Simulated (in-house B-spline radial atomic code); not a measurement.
Configurations of Tm3+, with energies counted from [Xe] 4f12. Level of theory: scalar-relativistic (X2C) LDA exchange-only, spin-polarised, spherical fractional occupations, Fermi nucleus of rms radius 5.2256 fm; calculated with a B-spline radial code for spherical atoms. Shells without spins written out take the highest spin.

Occupations are held fixed; configurations that lie above the ionisation limit could autoionise.

| configuration | E - E(ref) (eV) | highest orbital | its <r> (bohr) |
| --- | --- | --- | --- |
| [Xe] 4f(6 up, 6 down) | 0.85943 | 4f up | 0.7507 |
| [Xe] 4f11 5d1 | 11.437 | 5d up | 1.993 |
| [Kr] 4d10 4f12 5s2 5p5 6s1 | 31.852 | 6s up | 2.846 |
| [Xe] 4f11 6f1 | 34.223 | 6f up | 7.404 |
| [Kr] 4d10 4f12 5s2 5p5 5f1 | 47.756 | 5f up | 4.225 |
| [Kr] 4d9 4f13 5s2 5p6 | 168.65 | 4f down | 0.7488 |
| [Kr] 4d9 4f12 5s2 5p6 6p1 | 189.41 | 6p up | 3.344 |

Q: Order these further configurations by energy, lowest first.
A. [Xe] 4f(6 up, 5 down) 5f(0 up, 1 down)
B. [Kr] 4d9 4f12 5s2 5p6 5f1
C. [Kr] 4d10 4f(6 up, 6 down) 5s2 5p(2 up, 3 down) 6p(0 up, 1 down)
D. [Kr] 4d9 4f12 5s2 5p6 6s1
E. [Xe] 4f(6 up, 5 down) 6d(1 up, 0 down)

A: E (29.464 eV), A (31.245 eV), C (39.501 eV), D (183.02 eV), B (199.05 eV).

Q: How far above the reference does [Kr] 4d10 4f12 5s2 5p5 5d1 lie?

A: 30.011 eV; its least bound orbital is 5d up with <r> = 2.019 bohr.

Q: How far above the reference does [Kr] 4d10 4f12 5s2 5p5 6d1 lie?

A: 46.027 eV; its least bound orbital is 6d up with <r> = 4.598 bohr.

Q: How far above the reference does [Kr] 4d(5 up, 4 down) 4f(5 up, 7 down) 5s2 5p6 6p(0 up, 1 down) lie?

A: 191.45 eV; its least bound orbital is 6p down with <r> = 3.347 bohr.
